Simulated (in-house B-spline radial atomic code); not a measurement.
Results of a calculation; reference values are marked as such.
## F in an electron gas of r_s = 3: phase shifts, screening, friction and resistivity

A nucleus sits in a uniform electron gas with a rigid positive background. The Kohn-Sham equations are solved self-consistently in the spin-unpolarised LDA (PW92), non-relativistic, on B-splines with outgoing waves at the boundary and partial waves to l = 8. The model has no lattice, no bands and no magnetic solution. Atomic units; δ_l are the phase shifts at the Fermi level, counted so that each bound state adds π, and good to about 0.0005.

The density parameter is r_s = 3 bohr, near that of the valence electrons of Ag (1 per atom, density 10.5 g/cm³, mass 107.87 u, which gives r_s = 3.02).

```tsv
l	δ_l (rad)
0	5.4458
1	2.8208
2	0.0360
3	0.0066
4	0.0004
5	0.0001
6	0.0000
7	0.0000
8	0.0000
```

Bound levels below the band bottom (hartree): s -23.73, s -0.7149, p -0.06346.

Problem. Check the Friedel sum rule, and say where the screening charge sits.

Solution. k_F = (9π/4)^(1/3)/r_s = 0.63972. The rule is Z = (2/π) Σ (2l + 1) δ_l. The terms are s 3.467, p 5.387, d 0.115, f 0.029 and 0.003 beyond, in all 9.001 against Z = 9. Bound states hold 4 s, 6 p, 0 d electrons, so the scattering states carry -1.00 in all; where a term is smaller than its bound count, the bound level has drawn weight out of the band.

Problem. Find the transport cross section and the electronic stopping of a 5 keV F ion (mass 19.0 u).

Solution. σ_tr = (4π/k_F²) Σ (l + 1) sin²(δ_l − δ_(l+1)). The terms for l = 0 to 3 are 0.2440, 0.2440, 0.0026, 0.0002, all together 0.4907, so σ_tr = 30.707 × 0.4907 = 15.067 bohr². With n = 3/(4π r_s³) = 0.008842, the friction coefficient is Q = n k_F σ_tr = 0.0852. For v well below v_F = 0.640, dE/dx = Q v; with 24801 eV per u at v = 1, v = √(5000/(24801 × 19.0)) = 0.1030, so dE/dx = 0.00878 hartree/bohr = 4.51 eV/nm.

Problem. What residual resistivity would 1 atomic per cent of such centres give in Ag?

Solution. Δρ = k_F n_i σ_tr/n in atomic units of 21.74 μΩ·cm. With one host atom per 1 electron, n_i/n = 0.01/1, so Δρ = 0.6397 × 0.01000 × 15.067 × 21.74 = 2.10 μΩ·cm. This is an atom added to the gas, as on an interstitial site.

Problem. On a substitutional site the background of one host ion, a sphere holding 1 charge, is taken out. The phase shifts for l = 0 to 4 become 5.1082, 2.5856, -0.0536, -0.0044, 0.0000. What follows?

Solution. The Friedel sum is now 8.00, for Z − 1 = 8. The sum in σ_tr is 0.8077, so σ_tr = 24.80 bohr² and Δρ = 3.45 μΩ·cm per atomic per cent, 1.65 times the value above. A real host ion scatters too, so this model doesn't give zero even for the host's own atom.
